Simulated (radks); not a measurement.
Tc29+, configuration [Ne] 3s2 3p2. Method: Dirac Kohn-Sham, relativistic LDA (MacDonald-Vosko exchange, VWN5 correlation), spin-unpolarised, spherical densities, finite nucleus; open shells fill j = l - 1/2 first; Fermi nuclear charge, rms radius 4.4112 fm; computed with a radial shooting solver on a logarithmic mesh with Libxc functionals.

Unscreened Slater integrals over Kohn-Sham orbitals (hartree). Large and small components are both included. Empty in this configuration: 3p3/2.

integral           value
F0(3p1/2,3p1/2)   2.5843
F0(3p1/2,3s1/2)   2.5197
G1(3p1/2,3s1/2)   1.6116
F0(3p1/2,2p3/2)   3.4094
G2(3p1/2,2p3/2)  0.37105
F0(3p1/2,2p1/2)   3.4325
G0(3p1/2,2p1/2)  0.35537
F0(3p1/2,3p3/2)   2.5585
G2(3p1/2,3p3/2)   1.2801
F0(3s1/2,3s1/2)   2.4675
F0(3s1/2,2p3/2)   3.2330
G1(3s1/2,2p3/2)  0.33058
F0(3s1/2,2p1/2)   3.2509
G1(3s1/2,2p1/2)  0.33357
F0(3s1/2,3p3/2)   2.4969
G1(3s1/2,3p3/2)   1.6168
F0(2p3/2,2p3/2)   7.0148
F2(2p3/2,2p3/2)   3.3412
F0(2p3/2,2p1/2)   7.1381
G2(2p3/2,2p1/2)   3.3256
F0(2p3/2,3p3/2)   3.3532
F2(2p3/2,3p3/2)  0.85438
G0(2p3/2,3p3/2)  0.34103
G2(2p3/2,3p3/2)  0.37431
F0(2p1/2,2p1/2)   7.2700
F0(2p1/2,3p3/2)   3.3752
G2(2p1/2,3p3/2)  0.37035
F0(3p3/2,3p3/2)   2.5339
F2(3p3/2,3p3/2)   1.2742
